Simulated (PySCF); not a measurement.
silane (H4Si), SMILES [SiH4]. Coordinates come from a TPSSh-D3(BJ)/def2-TZVPD optimisation.

TDA-M06-2X/def2-TZVPD in PySCF 2.14.0 puts the lowest singlet excitations at 9.10, 9.10, 9.10, 9.19, 9.19, 9.19 eV and the lowest triplet (TDA) at 8.64 eV.

Question: What are the lowest singlet roots from PySCF with EOM-CCSD/aug-cc-pVDZ? (The exact figures need the calculation; the answer reports its results.)

Answer: 9.36, 9.36, 9.36, 9.42, 9.42, 9.42 eV; triplets 8.68, 8.68, 8.68 eV. S1 differs by 0.26 eV (second minus first; roots are paired by order, and the bases may differ).
